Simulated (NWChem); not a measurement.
System: B$_{2}$F$_{3}$ cation

```xyz
5

F      0.0000     0.0000    -2.3029
B      0.0000     0.0000    -1.0823
B      0.0000     0.0000     0.6881
F      0.0000     1.1550     1.2453
F      0.0000    -1.1550     1.2453
```
Atoms are numbered in this order, from 1.

Geometry: optimised at PBE0/def2-SVP.

Question: Give the principal values of the shielding tensors (ppm) of F1, B2, B3, F4 from Hartree-Fock/6-31G* (spherical d), GIAO (NWChem), with their diamagnetic and paramagnetic parts as GIAO splits them.

Answer: 
```tsv
atom	σ11	σ22	σ33	isotropic	diamagnetic	paramagnetic
F1	90.2	99.7	479.9	223.2	460.9	-237.7
B2	43.7	47.6	208.7	100.0	199.8	-99.8
B3	91.3	106.1	132.9	110.1	192.6	-82.5
F4	101.7	336.7	373.5	270.6	465.2	-194.6
```
